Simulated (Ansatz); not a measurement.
Reaction (formal loss of a carbene): `FC(Cl)CBr` → `ClCBr` + `[CH]F`

Calculated with Ansatz (gas phase, PBE0-D4/def2-TZVP geometries, no zero-point term in ΔE). CCSD(T)/CBS is the MP2 limit (def2-TZVPP, def2-QZVPP) plus CCSD(T) − MP2 in def2-TZVPP, frozen cores. This one scheme is used for every species. DFT in def2-TZVPP. For Br outer-core shells are correlated without core-valence functions, which leaves a few kJ/mol of doubt a bond. Scalar relativity is left out up to krypton. Each species was taken in one conformer, which may not be the lowest.

```csv
level,ΔE (kcal/mol)
ωB97M-V,94.7
MP2/def2-SVP,102.4
```

Q: What does CCSD(T)/CBS give? (Best estimate.)

A: Computed: +95.0 kcal/mol. The listed levels differ from it by -0.3, 7.4 kcal/mol.

Largest T1 diagnostic among the species: 0.018.

The D4 term adds +2.8 kcal/mol with B3LYP and +1.5 kcal/mol with PBE0; it sums over pairs of atoms, weighted by their polarisabilities, and B3LYP, whose exchange is more repulsive, gets the larger term. From PBE to PBE0 (25 % exact exchange), in def2-TZVPP and without D4, ΔE moves by +2.4 kcal/mol. Leaving LDA and LC-ωPBE aside and taking each functional with its dispersion term where it has one, the values, not all of them listed here, spread over 10.6 kcal/mol, from BLYP-D4 to r2SCAN0-D4. LDA lies +15.5 kcal/mol from PBE without D4.

CCSD(T)/CBS has its own doubt, a few kJ/mol and more with outer-core shells, so smaller differences from it don't rank the levels.

B3LYP here is the variant with VWN-RPA as its local correlation; programs differ in this.
